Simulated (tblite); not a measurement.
Species: C₆H₆NO₂ (doublet state).
Geometry (GFN2-xTB, Å), atoms numbered from 1 in this order:
```xyz
15
C6H6NO2 angstrom
C     -0.784    2.335    0.176
C     -0.570    1.113    0.110
C     -0.978   -0.346    0.580
C     -2.229   -0.867    0.053
O     -3.115   -1.325    0.738
C      0.209   -0.081   -0.299
N      1.524   -0.260    0.203
C      2.559   -0.584   -0.611
O      2.469   -0.777   -1.794
H     -1.296    3.217    0.441
H     -0.813   -0.507    1.639
H     -2.325   -0.796   -1.046
H      0.155   -0.364   -1.346
H      1.682   -0.086    1.183
H      3.506   -0.665   -0.050
```

Calculated harmonic vibrations of the isolated species, GFN2-xTB (tblite), most abundant isotopes, no scaling. Against measured fundamentals such values can be off by several per cent, at times by over 20. One conformer, not necessarily the lowest. Open shells enter through the occupations alone, without spin polarisation, and single modes of such species can be off by tens of per cent.

Harmonic wavenumbers (cm⁻¹): 40.1, 100.6, 124.1, 151.9, 197.6, 247.7, 308.5, 328.3, 377.8, 432.6, 442.4, 506.8, 531.6, 569.7, 667.9, 740.8, 843.6, 906.4, 918.0, 932.6, 998.3, 1060.9, 1117.0, 1153.8, 1163.0, 1211.8, 1307.2, 1371.2, 1383.3, 1416.2, 1701.4, 1763.7, 1930.6, 2777.9, 2798.2, 3024.0, 3048.3, 3322.3, 3450.3.

A = 2818, B = 929.2, C = 772.3 MHz; mass 124.040 u (most abundant isotopes); point group C1, symmetry number 1; spin multiplicity 2.

Problem. Zero-point energy?

Solution. ½Σν̃ = 22684 cm⁻¹ = 64.86 kcal/mol.

Problem. Give the ideal-gas entropy at 500 K and 1 bar in the rigid-rotor, harmonic-oscillator model (classical rotation).

Solution. Translation 42.95, rotation 30.99, vibration 45.12, spin (R ln 2) 1.38: S = 120.4 cal/(mol K).

Problem. And Cp and H(500 K) − H(0)?

Solution. Cp = 50.06 cal/(mol K), of which vibrations give 42.11 (their classical limit is 39 R = 77.5); H(500 K) − H(0) = 15.48 kcal/mol without the zero-point energy, 11.51 from vibrations.

Problem. What must be added to the electronic energy to get the Gibbs energy at 500 K and 1 bar?

Solution. ZPE + [H(500 K) − H(0)] − T·S = 64.86 + 15.48 − 60.22 = 20.12 kcal/mol.

Problem. Blend soft modes into free rotors: weight 1/[1 + (100 cm⁻¹/ν̃)⁴] for the oscillator and the rest for a rotor with moment μB/(μ + B), μ = h/(8π²ν), B = 10⁻⁴⁴ kg m². What vibrational entropy results?

Solution. 42.22 cal/(mol K) in place of 45.12, which changes −T·S at 500 K by +1.45 kcal/mol.

Problem. Which modes carry the vibrational entropy at 500 K?

Solution. 40.1 cm⁻¹: 6.28; 100.6 cm⁻¹: 4.46; 124.1 cm⁻¹: 4.04; 151.9 cm⁻¹: 3.65; 197.6 cm⁻¹: 3.14; 247.7 cm⁻¹: 2.70 cal/(mol K); the other 33 give 20.85 together.

Hindered rotation and anharmonicity are outside this model. Other conformers, if any are populated, would add a mixing term that is left out. The structure is chiral; the term R ln 2 for an equal mix with its mirror image is left out.

The run took 0.43 s wall on one thread, Arm Neoverse V2 (aarch64), no GPU (shared host). This covers the Hessian and the dipole derivatives.
